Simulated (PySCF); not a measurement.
## Spinor energies of Sm⁴⁹⁺ (samarium, charge +49)

Start: [Ne] 3s2 3p1; 3p3/2 filled at m_j = +3/2. Calculated with PySCF 2.14 in an uncontracted even-tempered set (18 s from 13 bohr⁻², ratio 2.4; 14 p from 16 bohr⁻², ratio 2.4; 4 d from 55 bohr⁻², ratio 2.6; 4 f from 83 bohr⁻², ratio 2.6): generalised Hartree-Fock with the X2C-1e Hamiltonian and a Gaussian nucleus; one run each with spin-orbit coupling (SO) screened by Boettger's factors, then bare. This is a chosen level, not necessarily the ground level.

```
spinor shell  electrons  ε, screened SO (eV)  ε, bare SO (eV)  weight of nominal j (bare SO)  rms radius, bare SO (bohr)
       1s1/2          2             -50561.6         -50561.2                          1.000                      0.0259
       2s1/2          2             -11107.8         -11107.7                          1.000                       0.103
       2p1/2          2             -10720.6         -10737.1                          1.000                      0.0881
       3s1/2          2              -4456.3          -4456.3                          1.000                       0.247
       3p3/2          1              -4180.9          -4179.4                          1.000                       0.244
```

Where does 2p3/2 lie, and what is the 2p spin-orbit splitting (bare SO)?

At -10092.3 eV, 644.85 eV above 2p1/2.

```
   quantity  screened SO      bare SO
E (hartree)  -7997.52749  -7997.81316
        M_J          3/2          3/2
       ⟨J²⟩        3.750        3.750
       ⟨L²⟩        2.014        2.015
       ⟨S²⟩        0.764        0.765
```

Each row is a mean over spinors that exchange with the open shell spreads, by up to 23.050 eV (3s1/2).

Breit and QED terms are absent; they matter most for the inner s and p1/2 levels.

Densities and radii are taken from the X2C orbitals without a picture-change correction, which distorts them close to the nucleus.
